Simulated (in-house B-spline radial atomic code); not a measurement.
# RPA and G0W0 on wB97X: Ca

Configuration [Ar] 4s2, mean-field start wB97X. Computed with an all-electron radial atomic-structure program (B-spline basis): all electrons, scalar-relativistic (spin-free one-electron X2C), finite nucleus, each spin shell either full or empty, empty states to l = 9 with an (l + 1/2)⁻⁴ tail; G0W0 by contour deformation at full frequency.

Command:
```bash
python run_gw.py task.json out
```
Settings (radii: box in bohr, nucleus in fm):
```
Z                        20
electrons                20
configuration            [Ar] 4s2
hamiltonian              x2c
method                   wb97x
lmax                     9
rms_radius               3.4776
spin_polarised           False
box_radius               40
intervals                74
ion_configuration        [Ar] 4s1
```

Run time, properties included: 7.8 s on 1 thread of Arm Neoverse N1, on a shared host.

Energies (hartree):

```csv
term,value
mean-field total,-680.47361
Hartree-Fock functional on these orbitals,-679.62676
direct second order,-1.3302
second-order exchange,0.44779
SOSEX correction,0.40729
```

(1) What is the RPA correlation energy, and what remains with SOSEX?

Quasi-particle levels (eV):

```json
{"level": "4s", "occupied": "yes", "mean field": "-5.932", "Σx - vxc": "0.73", "Σc": "?", "QP weight": "?", "G0W0": "?"}
```

G0W0 = mean field + (Σx - vxc) + Σc, with Σc (partial-wave tail included) taken at the quasi-particle energy. Only the outer levels were computed. Levels of low weight are left out.

(2) Where does G0W0 put 4s?

(3) What does it cost to remove one electron (to [Ar] 4s1) by differences of total energies, each species on its own start (correlation terms add to the Hartree-Fock functional)?

Answers

(1) RPA gives -1.1594 hartree (-1.58 eV per electron); RPA + SOSEX gives -0.75213, and the second-order doubles -0.88237 hartree (no singles). RPA lacks exchange-type terms and so overcorrelates at short range.

(2) At -6.194 eV, with Σc = -1.00 eV and a quasi-particle weight of 0.937. The tabulated removal energy is 6.113 eV (NIST, measured); the calculation leaves out spin-orbit coupling, Breit and QED terms, and what these don't explain is the method's own error.

(3) wB97X 6.212 eV, Hartree-Fock functional 5.090 eV, + RPA 6.025 eV, + RPA + SOSEX 5.802 eV, + second order 6.121 eV. Tabulated: 6.113 eV (NIST, measured); the calculation leaves out spin-orbit coupling, Breit and QED terms, and what these don't explain is the method's own error.
